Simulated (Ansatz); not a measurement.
Input for Ansatz (a quantum-chemistry and plane-wave program): R-B3LYP/def2-TZVPP on C5H12 (SMILES CCCCC).

Ansatz 0.2 input:
```yaml
crystal:
  periodic: [false, false, false]
  atoms:
    - {symbol: C, position_ang: [-2.40671915, -0.32968465, 0.11478017]}
    - {symbol: C, position_ang: [-0.90826201, -0.59971116, 0.01000226]}
    - {symbol: C, position_ang: [-0.10434092, 0.65287579, -0.33590425]}
    - {symbol: C, position_ang: [1.39540132, 0.41442420, -0.52476378]}
    - {symbol: C, position_ang: [2.12105211, -0.03597191, 0.74180946]}
    - {symbol: H, position_ang: [-2.61830226, 0.41125374, 0.88970692]}
    - {symbol: H, position_ang: [-2.80314863, 0.05740225, -0.82712183]}
    - {symbol: H, position_ang: [-2.96140311, -1.23678451, 0.36202458]}
    - {symbol: H, position_ang: [-0.72558376, -1.36328793, -0.75386613]}
    - {symbol: H, position_ang: [-0.55190630, -1.02142622, 0.95354898]}
    - {symbol: H, position_ang: [-0.25401146, 1.40388677, 0.44868422]}
    - {symbol: H, position_ang: [-0.51283259, 1.08824252, -1.25391098]}
    - {symbol: H, position_ang: [1.85486957, 1.33789760, -0.88885225]}
    - {symbol: H, position_ang: [1.54318355, -0.33026113, -1.31417818]}
    - {symbol: H, position_ang: [1.97790647, 0.68542980, 1.55061590]}
    - {symbol: H, position_ang: [3.19446833, -0.13093868, 0.56774273]}
    - {symbol: H, position_ang: [1.75962884, -1.00334648, 1.09417845]}
basis:
  gaussian:
    orbitals: def2-TZVPP
hamiltonian:
  xc: {name: B3LYP}
scf: {lower_state_search: off}
```

Program output:

```
WARN ansatz: RAYON_NUM_THREADS=1 ignored (pool sized by the plan → 1); use --threads N
Functional definition: B3LYP
these checks for a lower state are left out or cut short: stability, starts, cluster_reference, orbital_swaps, neighbouring_geometries, increment
integrals: 0.27 GiB planned
1608 factors; their error is unknown
mean field: 1.58 GiB planned
mean field evaluation 1: about -5367.5970 eV, gradient 8.2e1 eV
mean field evaluation 2: about -5354.4047 eV, gradient 1.1e2 eV
mean field evaluation 4: about -5383.8014 eV, gradient 4.8e0 eV
mean field evaluation 8: about -5383.8521 eV, gradient 5.4e-2 eV
mean field evaluation 16: about -5383.8148 eV, gradient 8.9e-5 eV
mean field -5383.81484095 eV, -197.8515461242 hartree, gradient 1.6e-6 eV, S^2 0.000000; 0 other end points of the search recorded, 0 dependent functions left out
reference -5383.81517379 eV, -197.8515583558 hartree; 21, 21 occupied and 302, 302 virtual orbitals, 1608 factors
Total energy: -5383.81517379 eV, -197.8515583558 hartree
Checks for a lower state left out: stability, starts, cluster_reference, orbital_swaps, neighbouring_geometries, increment
```

Self-consistency was reached.

Cost: around 8 core-seconds (rough).
